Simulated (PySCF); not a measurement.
H6PSi, SMILES [SiH3][PH3+], charge +1.

The structure is a stationary point at PBE0-D3(BJ)/def2-TZVP. The isomer is the one that the SMILES or the coordinates give; other isomers of the formula were not compared.

These are TDA-B3LYP/def2-SVPD run with PySCF values and carry that method's errors.

Vertical excitations; the highest root listed may be one member of a degenerate set. Isolated molecule, no solvent. State labels are in the subgroup Cs.

Computed lowest excited states:
```
state  symmetry  energy (eV)  λ (nm)      f                                                  main pairs
-----  --------  -----------  ------  -----  ----------------------------------------------------------
S1           A'         8.31     149  0.003                                HOMO−1→LUMO (degenerate set)
S2           A"         8.31     149  0.003                                  HOMO→LUMO (degenerate set)
S3           A"         8.49     146  0.000                        HOMO−1→LUMO+1 49 %, HOMO→LUMO+2 49 %
S4           A'         8.58     144  0.002  HOMO−1→LUMO+2, HOMO→LUMO+1, HOMO−2→LUMO+2 (degenerate set)
S5           A"         8.58     144  0.002  HOMO→LUMO+2, HOMO−1→LUMO+1, HOMO−2→LUMO+1 (degenerate set)
S6           A'         8.70     143  0.009      HOMO−2→LUMO 41 %, HOMO→LUMO+1 28 %, HOMO−1→LUMO+2 28 %
S7           A'         8.87     140  0.018                              HOMO−2→LUMO+2 (degenerate set)
S8           A"         8.87     140  0.018                              HOMO−2→LUMO+1 (degenerate set)
S9           A"         9.30     133  0.045                                HOMO→LUMO+3 (degenerate set)
S10          A'         9.30     133  0.045                              HOMO−1→LUMO+3 (degenerate set)
T1           A'         7.69     161      0                 HOMO−2→LUMO+2, HOMO−1→LUMO (degenerate set)
T2           A"         7.69     161      0                   HOMO−2→LUMO+1, HOMO→LUMO (degenerate set)
T3           A'         7.81     159      0                                            HOMO−2→LUMO 80 %
T4           A"         7.88     157      0                          HOMO→LUMO 73 %, HOMO−2→LUMO+1 22 %
```
Triplets are in the Tamm–Dancoff approximation.
